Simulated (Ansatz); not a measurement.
Born–Oppenheimer molecular dynamics of F3H3HfO (8 atoms, charge 0, multiplicity 1). It starts at the highest image of a converged band, a first-order saddle point between two minima.

These are results of Ansatz, RKS PBE0-D4/def2-SVP, not measurements.

```
ensemble                      : NVE (velocity Verlet)
time step                     : 0.5 fs
steps asked                   : 200
starting velocities drawn for : 100 K
seed                          : 6876
```

First frame:

```xyz
8
Properties=species:S:1:pos:R:3
Hf 0.144 -0.164 -0.011
O -0.433 -0.495 2.015
H -0.984 -1.146 2.466
F 1.414 -0.768 -1.302
F -0.114 1.699 -0.305
F -1.345 -1.214 -0.587
H 1.621 -0.542 1.345
H 0.757 -0.638 1.956
```

Problem. How far do the bonds stretch over the last three quarters of this one trajectory? (Pairs bonded in most of those frames.)

Solution. 
```
  bond  mean (Å)  spread (Å)  shortest  longest
Hf1–O2     1.917       0.062      1.84     2.02
Hf1–F4     1.931       0.010      1.92     1.95
Hf1–F5     1.910       0.002      1.91     1.91
Hf1–F6     1.905       0.017      1.88     1.95
 O2–H3     0.957       0.011      0.94     0.97
 H7–H8     0.767       0.025      0.73     0.80
```

Mean temperature of the second half: 1302 K. The conserved energy stayed within 0.085 meV per atom of its start (net change -0.06 meV per atom), so the integration is sound. The kinetic energy rose, since the run started high on the potential surface and went downhill. It ends in pieces (F3HHfO + H2), so much of that is their flight and rotation, not heat. A run of 0.1 ps of so small a system gives no equilibrium averages. The orbitals stay closed-shell, which can raise the energy where a bond breaks towards radicals; this wasn't checked here.

The run took 11 min on 2 threads of Arm Neoverse V1, with other jobs on the host, peak memory 0.22 GiB.
